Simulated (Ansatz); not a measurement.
The cluster Mg5O4⁺, relaxed as a doublet with UKS r2SCAN-D4/def2-SVP in Ansatz, starting from the GFN2-xTB geometry. Force threshold 0.02 eV/Å.

The relaxation made no stability test and no search for a lower SCF solution. Another isomer (doublet) lies 0.21 eV lower at PBE0-D4/def2-TZVP; other spin states weren't run for this one.

Start:

| atom | x (Å) | y (Å) | z (Å) |
| --- | --- | --- | --- |
| Mg1 | -1.6292 | -0.3022 | 1.5945 |
| Mg2 | -1.1303 | -0.9394 | -1.0087 |
| Mg3 | -0.1765 | 1.5394 | -0.1595 |
| Mg4 | 1.1120 | -0.8985 | 0.6433 |
| Mg5 | 2.1231 | 0.7271 | -1.1830 |
| O6 | -1.7470 | 0.6532 | 0.0282 |
| O7 | 1.4799 | 0.9809 | 0.6120 |
| O8 | -0.5626 | -1.5717 | 0.8097 |
| O9 | 0.5307 | -0.1889 | -1.3366 |

(1) Estimate the energy that the relaxation releases and the steps that it takes.

(2) Does the start keep its bonding?

(3) Predict the relaxed structure.

## Answers

(1) 0.52 eV, in 5 steps; 49 s on 4 threads of Arm Neoverse V1 on a shared host. No frequencies were taken in this run, so the end may be a saddle point.

(2) By distances, no bond broke or formed. The bond that changes most is Mg5–O9, from 1.84 to 1.96 Å (atoms count from 1).

(3) 
```xyz
9

Mg   -1.857   -0.422    1.626
Mg   -1.142   -0.921   -0.937
Mg   -0.125    1.501   -0.170
Mg    1.102   -0.831    0.625
Mg    2.276    0.762   -1.278
O    -1.834    0.670    0.075
O     1.640    1.058    0.572
O    -0.618   -1.640    0.864
O     0.559   -0.177   -1.376
```
Bond lengths (bridged metal pairs left out): 13 × Mg–O 1.90 to 2.18 Å.
